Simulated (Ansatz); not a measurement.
Species: C₂H₅Be, charge 1, singlet. C2H5Be+ (SMILES [Be+][CH2]C).
B3LYP-D3(BJ)/def2-TZVP minimum from Ansatz (an electronic-structure program):
```
C
H 1 1.0970
H 1 1.0970 2 107.34
C 1 1.5346 2 112.56 3 124.39
H 4 1.0884 1 112.39 2 -179.08
H 4 1.0884 5 108.93 1 125.23
H 4 1.0933 5 107.64 6 116.45
Be 1 1.6918 2 103.68 3 -109.33
```
Charge +1, spin multiplicity 1.

Total energies in def2-TZVPP, 14 correlated electrons, 3 frozen orbitals. Radicals and triplets start from unrestricted determinants; spin-orbit coupling is neglected. Correlated methods leave the cores frozen. No relativity. The spin of C2H5Be+ ([Be+][CH2]C, singlet) was assumed, and the state is the lowest solution found for it.

| method | program | energy (Eh) | minus CCSDT(Q) (mEh) |
|---|---|---|---|
| HF | Ansatz | -92.98311 | 422.41 |
| MP2 | Ansatz | -93.35962 | 45.90 |
| CCSD | Ansatz | -93.38845 | 17.07 |
| CCSD(T) | Ansatz | -93.40420 | 1.32 |
| CCSDT(Q) | Ansatz | -93.40552 | 0.00 |

Rough core times of Ansatz's runs on a shared machine: CCSD(T) under 20 s, CCSDT(Q) 50 min.
